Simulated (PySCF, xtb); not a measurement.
SnCl3Br, SMILES [Cl][Sn]([Cl])([Cl])[Br].

Harmonic wavenumbers (cm⁻¹) from GFN2-xTB in xtb at its own minimum, in rising order: 73, 73, 91, 91, 91, 199, 281, 318, 318.

**Question.** What does PBE-D3(BJ)/def2-SVP in PySCF give at its own minimum? (The exact figures need the calculation; the answer reports its results.)

**Answer.** 78, 78, 110, 110, 112, 253, 354, 384, 384. Paired by order, the mean absolute difference is 36 cm⁻¹ and the zero-point energies are 2.2 and 2.7 kcal/mol.
